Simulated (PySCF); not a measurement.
C3H3F3, SMILES F[C@H]1CC1(F)F. Geometry: PBE-D3(BJ)/def2-SVP. The structure was generated by enumeration; whether it is a known compound was not checked.

Computed equilibrium geometry at PBE-D3(BJ)/def2-SVP (PySCF confirms it by a frequency run) as Cartesian coordinates in Å:
```xyz
9

F      1.7218    -0.0803    -0.8811
C      0.9630     0.2139     0.2104
C     -0.0910     1.3197     0.0828
C     -0.4939    -0.1171     0.1883
F     -1.0101    -0.7323    -0.8944
F     -1.0823    -0.5624     1.3227
H      1.5084     0.1153     1.1663
H     -0.2515     1.9939     0.9383
H     -0.1899     1.7662    -0.9195
```
Charge 0, spin multiplicity 1.
